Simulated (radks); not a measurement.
Results of a calculation; reference values are marked as such.
Species: the vanadium ion V+. Configuration: [Ar] 3d4.

Code: a radial shooting solver on a logarithmic mesh with Libxc functionals. Model: non-relativistic Kohn-Sham, PBEsol, spin-unpolarised, spherical densities, point nucleus.

Energy parts (eV):
| part | energy |
|---|---|
| total | -25641.936 |
| kinetic | 25616.648 |
| electron-nucleus | -60755.377 |
| Hartree | 10689.593 |
| exchange-correlation | -1192.800 |

Orbitals (lengths in bohr, moments of r in powers of bohr):
| orbital | occ. | eigenvalue (eV) | <r> |
|---|---|---|---|
| 1s | 2 | -5322.335 | 0.06710 |
| 2s | 2 | -596.4544 | 0.3113 |
| 2p | 6 | -503.7396 | 0.2752 |
| 3s | 2 | -71.7411 | 0.9644 |
| 3p | 6 | -46.7717 | 1.033 |
| 3d | 4 | -9.0009 | 1.538 |

The highest occupied level is 3d at -9.001 eV. The electron density at the nucleus is 8162 e/bohr^3. For comparison, the ionisation energy in NIST's Atomic Spectra Database is 14.63 eV (measured). In exact Kohn-Sham theory the highest level is minus the ionisation energy, but local and semilocal functionals leave it too shallow, through self-interaction and a potential that decays too fast; potentials with the right tail come closer. Summed over all electrons, <r^2> = 23.37 bohr^2, which gives a Langevin (diamagnetic) susceptibility term of -18.5 x 10^-6 cm^3/mol. Virial ratio -V/T = 2.00099.

Beside tabulated values, note that spin-unpolarised runs miss the spin-polarisation part of the exchange energy of open shells.
